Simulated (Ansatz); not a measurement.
A CCSD(T) single point on C$_{2}$H$_{5}$OSb (`C[CH]1[O][SbH]1`).

```yaml
crystal:
  periodic: [false, false, false]
  atoms:
    - {symbol: C, position_ang: [0.294858, 0.777290, -0.622806]}
    - {symbol: C, position_ang: [-0.242776, -0.592413, -0.352537]}
    - {symbol: O, position_ang: [0.601887, -1.490952, 0.245201]}
    - {symbol: Sb, position_ang: [-0.897803, -1.216240, 1.608229]}
    - {symbol: H, position_ang: [0.995456, 0.731504, -1.465332]}
    - {symbol: H, position_ang: [-0.506805, 1.470348, -0.884670]}
    - {symbol: H, position_ang: [0.833013, 1.165434, 0.243220]}
    - {symbol: H, position_ang: [-0.867956, -1.013463, -1.145913]}
    - {symbol: H, position_ang: [-0.121373, 0.122191, 2.357508]}
basis:
  gaussian: {orbitals: def2-SVP}
correlation: {method: ccsd_t}
```

```sh
$ ansatz run in.yaml --threads 4 --pin off --events-out ev --progress --plain --max-ram 10444MiB
```

The program prints (abridged):

```
Functional definition: HF
1013 factors; integrals over basis functions are off by at most 1.2e-3 eV
mean field evaluation 1: about -10679.3322 eV, gradient 3.5e1 eV
mean field evaluation 2: about -10679.3443 eV, gradient 3.5e1 eV
mean field evaluation 4: about -10682.5717 eV, gradient 4.3e0 eV
mean field evaluation 8: about -10682.6395 eV, gradient 1.3e-1 eV
mean field -10682.63964830 eV, -392.5797661220 hartree, gradient 8.2e-7 eV, S^2 0.000000; 0 other end points of the search recorded, 0 dependent functions left out; unrestricted orbitals would lower it
7 core orbitals not correlated: weight in the atoms' cores, before any rotation towards them, 1.000 or more for the frozen orbitals, at most 0.000 for the correlated occupied ones
reference -10682.63964830 eV, -392.5797661220 hartree; 17, 17 occupied and 69, 69 virtual orbitals, 1013 factors
second order -16.18824993 eV of doubles, -0.00000000 eV of singles
cycle   1  -16.48604580 eV  change   -3.0e-1 eV  update   1.2e-1
cycle   2  -16.99649225 eV  change   -5.1e-1 eV  update   4.2e-2
cycle   3  -17.16368616 eV  change   -1.7e-1 eV  update   2.3e-2
cycle   4  -17.16047843 eV  change    3.2e-3 eV  update   6.5e-3
cycle   5  -17.15875650 eV  change    1.7e-3 eV  update   2.9e-3
cycle   6  -17.15915720 eV  change   -4.0e-4 eV  update   9.7e-4
cycle   7  -17.15844444 eV  change    7.1e-4 eV  update   3.9e-4
cycle   8  -17.15835811 eV  change    8.6e-5 eV  update   1.5e-4
cycle   9  -17.15841448 eV  change   -5.6e-5 eV  update   6.2e-5
cycle  10  -17.15840088 eV  change    1.4e-5 eV  update   2.7e-5
perturbative correction -0.61422665 eV, -0.0225724131 hartree
Total energy: -10700.41227584 eV, -393.2328981371 hartree
```

Run time 4.3 s (4 threads of an Arm Neoverse V2 on a shared host); peak host memory 0.43 GiB.

The correlation energy is -17.773 eV, 3.5 % of it from (T); the T1 diagnostic reads 0.0139.
